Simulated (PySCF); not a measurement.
Compound: 2-bromotetrafluoroethyl trifluorovinyl ether, C4BrF7O.
Bonds: F1–C2, C2–F3, C2–C4 (double), C4–F5, C4–O6, O6–C7, C7–F8, C7–F9, C7–C10, C10–F11, C10–F12, C10–Br13.

Computed with PBE0-D3(BJ)/def2-SVP geometry optimisation, gas phase in PySCF 2.14.0.

Problem. List the bond lengths, angles and torsions at this level.

Solution. 
```json
{"bond": "F1–C2", "length (bohr)": "2.464", "order": "single"}
{"bond": "C2–F3", "length (bohr)": "2.464", "order": "single"}
{"bond": "C2=C4", "length (bohr)": "2.516", "order": "double"}
{"bond": "C4–F5", "length (bohr)": "2.490", "order": "single"}
{"bond": "C4–O6", "length (bohr)": "2.557", "order": "single"}
{"bond": "O6–C7", "length (bohr)": "2.587", "order": "single"}
{"bond": "C7–F8, C7–F9", "length (bohr)": "2.521", "order": "single"}
{"bond": "C7–C10", "length (bohr)": "2.920", "order": "single"}
{"bond": "C10–F11, C10–F12", "length (bohr)": "2.506", "order": "single"}
{"bond": "C10–Br13", "length (bohr)": "3.647", "order": "single"}
```

Bonds in one row agree within 0.02 bohr and their mean is given. Orders are formal, as drawn. A selection of angles:
```json
{"angle": "F1–C2–F3", "degrees": "113.3"}
{"angle": "F1–C2–C4", "degrees": "123.3"}
{"angle": "F3–C2–C4", "degrees": "123.4"}
{"angle": "C2–C4–F5", "degrees": "121.9"}
{"angle": "C2–C4–O6", "degrees": "122.6"}
{"angle": "F5–C4–O6", "degrees": "115.4"}
{"angle": "C4–O6–C7", "degrees": "116.6"}
{"angle": "O6–C7–F8", "degrees": "110.6"}
{"angle": "O6–C7–C10", "degrees": "108.6"}
{"angle": "F8–C7–F9", "degrees": "107.4"}
{"angle": "F8–C7–C10", "degrees": "108.4"}
{"angle": "F9–C7–C10", "degrees": "110.2"}
{"angle": "C7–C10–F11", "degrees": "108.0"}
{"angle": "C7–C10–F12", "degrees": "108.9"}
{"angle": "C7–C10–Br13", "degrees": "111.4"}
{"angle": "F11–C10–F12", "degrees": "108.9"}
{"angle": "F11–C10–Br13", "degrees": "109.8"}
```

Dihedral angles: F1–C2–C4–F5 -1° (synperiplanar); C2–C4–O6–C7 -92° (anticlinal); C4–O6–C7–F8 66° (synclinal); O6–C7–C10–F11 -176° (antiperiplanar). The mirror-image conformer, all signs reversed, is as good.

Of the pairs four or more bonds apart, C2···F8 is among the closest relative to their van der Waals radii: 3.10 Å, 98 % of the sum of Bondi's values. The C–F distances run from 1.304 Å (F1–C2, drawn single) to 1.337 Å (C7–F8, drawn single), a spread of 0.033 Å. The C–C distances run from 1.332 Å (C2=C4, drawn double) to 1.545 Å (C7–C10, drawn single), a spread of 0.213 Å. O6 (ether oxygen) is bent (angle 116.6°).

Point group: C1 (no symmetry element, even within 0.4 Å). Stationary, but not proved a minimum. One conformer, not necessarily the lowest.
